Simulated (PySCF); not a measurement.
A geometry optimisation on `[I][Cr]([I])([I])([I])[I]` [radical].

Computed with PBE0-D3(BJ)/def2-SVP geometry optimisation, gas phase, def2 core potentials past Kr (PySCF 2.14.0). Start geometry: GFN2-xTB. The input is one job of a driver script: a line of settings, then coordinates in Å.

Input:
```
{"job": {"xc": "PBE0", "basis": "def2-SVP", "d3": "d3bj", "grid": 1, "maxiter": 40, "kind": "geom"}, "charge": 0, "multiplicity": 2}
Cr     0.001110     0.000950    -0.000370
I     -0.018760    -0.002620     2.669100
I      0.018710     0.019940    -2.670770
I      2.597020    -0.004540     0.016790
I     -1.314370     2.240640     0.000170
I     -1.283710    -2.254370    -0.014920
```

Output:
```
step   0  E = -2532.83665304  max force = 0.005267
step   1  E = -2532.84073670  max force = 0.010605
step   2  E = -2532.84461551  max force = 0.011810
step   3  E = -2532.84797121  max force = 0.012862
step   4  E = -2532.84983371  max force = 0.014436
step   5  E = -2532.85402533  max force = 0.007698
step   6  E = -2532.85613521  max force = 0.005707
step   7  E = -2532.85699523  max force = 0.003018
step   8  E = -2532.85766914  max force = 0.003636
step   9  E = -2532.85781142  max force = 0.003188
step  10  E = -2532.85793569  max force = 0.001777
step  11  E = -2532.85797872  max force = 0.001544
step  12  E = -2532.85798547  max force = 0.000894
step  13  E = -2532.85796657  max force = 0.000422
step  14  E = -2532.85797315  max force = 0.000428
step  15  E = -2532.85797263  max force = 0.000367
step  16  E = -2532.85796237  max force = 0.000328
step  17  E = -2532.85797087  max force = 0.000320
optimisation converged
```

Energies in Eh; «max force» is the largest Cartesian gradient component in Eh/bohr.

How much energy does the optimisation release, in eV?

E(step 0) − E(last step) = 0.021318 Eh, which is 0.580 eV.

At which steps does the energy rise by more than 1e-5 Eh?

At steps 13 (+0.02 mEh) and 16 (+0.01 mEh).

In short: final energy -2532.85797 Eh after 17 steps; dipole 2.03 D.

Where do the atoms end?

0.616 Å rms from the input after alignment:
```
atom  x, y, z in Å
Cr1    0.0256    0.0612   -0.0073
I2     0.0434    0.6119    2.5919
I3     0.5166    0.4806   -2.5853
I4     2.5835   -0.5830   -0.3348
I5    -2.0583    1.6653    0.3668
I6    -1.1108   -2.2360   -0.0313
```

How long does this job take on an Arm Neoverse V2 with one thread (shared host)?

About 21 min.
Labels such as C1 count atoms from 1, the log's own numbers from 0.

Neither the SCF state along the optimisation nor the shape of the open-shell metal species was proved the lowest: other solutions of the same spin, or a structure of lower symmetry, can lie below.
